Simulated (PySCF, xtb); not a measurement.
CH7ClSi2, SMILES [SiH2](Cl)C[SiH3]. The values are those of a single conformer.

Harmonic wavenumbers (cm⁻¹) from GFN2-xTB (xtb) at its own minimum, in rising order: 51, 102, 141, 211, 461, 476, 497, 522, 568, 647, 704, 735, 781, 784, 794, 803, 822, 1023, 1141, 1452, 2237, 2245, 2253, 2273, 2280, 2968, 2985.

**Question.** What does PBE0-D3(BJ)/def2-SVP (PySCF) give at its own minimum? (Estimate from the structure and the level; the computed values follow.)

**Answer.** 48, 127, 132, 243, 475, 527, 548, 572, 679, 701, 769, 802, 874, 931, 943, 949, 956, 1021, 1083, 1369, 2229, 2231, 2248, 2253, 2254, 3065, 3137. Paired by order, the mean absolute difference is 62 cm⁻¹ and the zero-point energies are 42.8 and 44.6 kcal/mol.
